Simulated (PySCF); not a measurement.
C₂H₈AlN, singlet, at a GFN2-xTB geometry (such geometries of metal compounds can be far from the true shape). Base run: HF/6-31G* (PySCF).

Input for PySCF:
```python
from pyscf import gto, scf, solvent

mol = gto.M(
    atom='''
Al    0.015910   -0.004942    0.013508
C    -1.494496   -1.291044   -0.186234
H    -1.136631   -2.288103   -0.460280
H    -2.217545   -0.988907   -0.949058
H    -2.050732   -1.413704    0.747960
C     0.098305    1.752155   -0.925175
H     0.885914    1.772035   -1.684380
H     0.325429    2.565745   -0.229632
H    -0.835621    2.012933   -1.430927
N     1.366177   -0.451332    1.087058
H     2.177448    0.117969    1.293069
H     1.458818   -1.321068    1.596690
''',
    basis='6-31g*',
    charge=0,
    spin=0,
    verbose=4,
)

mf = scf.RHF(mol)
mf.kernel()
```

Base: dipole (D) 0.84; HOMO-LUMO gap (eV) 13.49.

A changed run: ΔE vs base (kcal/mol) -3.37; dipole (D) 0.95; HOMO-LUMO gap (eV) 13.68.

Problem. Which change was made?
A. model = IEF-PCM; solvent = tetrahydrofuran; r_probe = 0.5
B. model = IEF-PCM; solvent = tetrahydrofuran; vdw_scale = 1.1
C. model = IEF-PCM; solvent = n-hexane
D. model = IEF-PCM; solvent = tetrahydrofuran; vdw_scale = 1.4
E. model = COSMO; solvent = tetrahydrofuran

Solution. E, model = COSMO; solvent = tetrahydrofuran

The base is the gas phase, so ΔE is the electrostatic part of solvation at a fixed geometry, without cavity and dispersion terms.
